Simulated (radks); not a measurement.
Hg LIV, 27 electrons, occupied as [Ar] 3d9 (the NIST ground configuration).

All-electron calculation, scalar-relativistic Kohn-Sham, SCAN, spin-polarised, spherical densities, finite nucleus; open shells are filled with parallel spins first (spin-orbit coupling, left out, can overturn this in heavy ions); meta-GGA in the generalised Kohn-Sham scheme; Fermi nuclear charge, rms radius 5.4648 fm. Program: a radial shooting solver on a logarithmic mesh with Libxc functionals.

Energy parts (eV):
total: -472327.39
kinetic: 536287.73
electron-nucleus: -1079626.81
Hartree: 77969.95
exchange-correlation: -6958.25

Orbitals (lengths in bohr, moments of r in powers of bohr; <r^-3> diverges for s and p1/2; r(90%) holds 90 % of the orbital's charge):
orbital  occ.  eigenvalue (eV)  <1/r>       <r^4>  <r^-3>  r(90%)
1s up       1        -86344.80  97.55   3.995e-07       -  0.0303
1s down     1        -86344.58  97.55   3.995e-07       -  0.0303
2s up       1        -17824.56  22.97  0.00005739       -   0.108
2s down     1        -17820.41  22.98  0.00005736       -   0.108
2p up       3        -15796.01  20.34  0.00004674   26960   0.103
2p down     3        -15792.20  20.34  0.00004671   26980   0.103
3s up       1        -6370.202  8.744    0.001855       -   0.257
3s down     1        -6363.044  8.737    0.001859       -   0.257
3p up       3        -5774.378  7.985    0.001978    6606   0.262
3p down     3        -5767.376  7.979    0.001983    6597   0.262
3d up       5        -5183.064  7.505    0.001436   822.0   0.243
3d down     4        -5175.116  7.502    0.001440   821.5   0.244

The highest occupied level is 3d down at -5175.1 eV. The density falls to 0.001 e/bohr^3 at r = 0.59 bohr. For comparison, the ionisation energy in NIST's Atomic Spectra Database is 5191 eV (theoretical). In exact Kohn-Sham theory the highest level is minus the ionisation energy, but local and semilocal functionals leave it too shallow, through self-interaction and a potential that decays too fast; potentials with the right tail come closer. The spin density at the nucleus is -2.69 e/bohr^3 (1s -6.87, 2s -46.02, 3s 50.20). Spin moment in Bohr magnetons: 1.
